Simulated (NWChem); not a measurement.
System: C4H4FN; SMILES C/C(=C\F)C#N

Program: NWChem. Pople sets run with spherical d functions. Geometry: optimised at PBE0/def2-SVP. Level: PBE/6-31G* with SMD (1 M gas to 1 M solution), gas-phase geometry.

### Question
Order these by “cavity-dispersion-structure term (kcal/mol)”, lowest first: n-hexane; water; cyclohexanone; ethyl acetate.

### Answer
n-hexane (0.1), ethyl acetate (1.1), cyclohexanone (2.0), water (5.5)
